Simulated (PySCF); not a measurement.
# BH₂⁺ + 2 Br₂ → BBr₂⁺ + 2 HBr

Level: PBE0 in the def2-TZVP basis family, all electrons, no relativity, computed in PySCF with density fitting; open shells unrestricted.

```csv
species,state and structure,E (Eh),ZPE (kJ/mol),H(298 K) − H(0) (kJ/mol),S° (J/(mol K))
BH₂⁺,"singlet, D∞h, B–H 1.179 Å (×2)",-25.58762,45.4,8.9,173.7
Br₂,"singlet, D∞h, Br–Br 2.281 Å",-5147.70672,2.0,9.7,244.8
BBr₂⁺,"singlet, D∞h, B–Br 1.761 Å (×2)",-5172.26691,13.0,12.0,265.9
HBr,"singlet, C∞v, H–Br 1.421 Å",-2574.45811,16.0,8.7,198.5
```

**Question.** What is the electronic reaction energy?

**Answer.** At PBE0/def2-TZVP, ΔE = -478.0 kJ/mol from the differences of the total energies times 2625.5, downhill. 

**Question.** Add zero-point, thermal and entropy terms for 298.15 K and 1 bar.

**Answer.** ΔZPE = -4.4 and Δ[H(298) − H(0)] = 1.1 kJ/mol give ΔH° = -481.3 kJ/mol. ΔS° = -0.4 J/(mol K), so ΔG° = -481.3 − 298.15 × (-0.0004) = -481 kJ/mol.

The structures come from searches over a few start shapes, so lower isomers are not excluded.
